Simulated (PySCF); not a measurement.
Compounds:
1. SMILES C(#N)[SiH](O)O, CH3NO2Si
2. `FC(F)(F)OC1=[O+][BH2-]OC=C1`, C4H4BF3O3
3. `C1CCC(C2CC2)CC1`, C9H16
4. SMILES COB1OBOBO1, CH5B3O4
5. SMILES FC(F)c1cccc2c1C=C[SiH2]2, C9H8F2Si
6. SMILES S(C)BSC, C2H7BS2

PySCF 2.14.0 with density-fitted response routines calculation with PBE0-D3(BJ)/def2-SVP geometry and PBE0/pcSseg-1 with gauge-including orbitals; non-relativistic Hamiltonian, averaged over atoms made equivalent by symmetry, fast rotation or ring inversion, isolated molecule, one computed conformer.

References, each an isolated molecule treated in the same way: 1H, 13C vs TMS. Carbons bonded to boron are broad in practice. Shifts are as computed. Against solution values, carbons near 30 ppm lie about +2 ppm off and those near 130 ppm about +5 ppm. Of 1313 compounds with measured shifts, 239 miss one by over three times the rms of a fit or turn the order of signals round; such compounds aren't used in these exercises. OH and NH positions are gas-phase values without hydrogen bonding to other molecules.

Question: Which show a 1H signal between 3 and 4.5 ppm from a carbon-bound hydrogen?

Answer: 4 (3.90: hydrogen on a methyl carbon bonded to O).

Question: Which show a 13C signal between 60 and 100 ppm?

Answer: 2 (85.4: β carbon of an enol-ether or enamine type C=C).

Question: Which give exactly 9 13C signals?

Answer: 5 (δ 161.1, 154.3, 141.2, 140.3, 135.0, 134.8, 134.1, 131.9, 121.0).
